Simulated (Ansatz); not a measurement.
The cation of `C=[N][GaH2]` at the neutral geometry.

```yaml
crystal:
  periodic: [false, false, false]
  atoms:
    - {symbol: C, position_ang: [-1.119676, 0.099059, -0.980255]}
    - {symbol: N, position_ang: [-0.311270, -0.140677, -0.067931]}
    - {symbol: Ga, position_ang: [1.142305, -0.099659, 0.998458]}
    - {symbol: H, position_ang: [-0.943863, 0.853455, -1.763343]}
    - {symbol: H, position_ang: [-2.076845, -0.439331, -1.060082]}
    - {symbol: H, position_ang: [1.040568, 0.837358, 2.236487]}
    - {symbol: H, position_ang: [2.268781, -1.110195, 0.636676]}
basis:
  gaussian: {orbitals: def2-TZVPP}
total_charge: 1
magnetization: {spin_polarized: true, initial_magnetization: 1}
hamiltonian: {xc: r2scan, dispersion: d4}
```

```sh
$ ansatz run in.yaml --threads 4 --pin off --events-out ev --progress --plain
```

Output, abridged:

```
Functional definition: r2SCAN
939 factors; their error is unknown
mean field evaluation 1: about -54923.9399 eV, gradient 8.3e1 eV
mean field evaluation 2: about -54658.0088 eV, gradient 1.7e2 eV
mean field evaluation 4: about -54958.1977 eV, gradient 1.9e1 eV
mean field evaluation 8: about -54959.7861 eV, gradient 2.2e-1 eV
mean field evaluation 16: about -54959.7663 eV, gradient 1.6e-3 eV
mean field -54959.76627434 eV, -2019.7341575146 hartree, gradient 8.3e-5 eV, S^2 0.762874; 1 other end points of the search recorded, 0 dependent functions left out
reference -54959.76628944 eV, -2019.7341580693 hartree; 24, 23 occupied and 142, 143 virtual orbitals, 939 factors
Total energy: -54959.78708552 eV, -2019.7349223111 hartree
```

Run time 4.9 s (4 threads of a server CPU on a shared host); peak host memory 0.25 GiB.
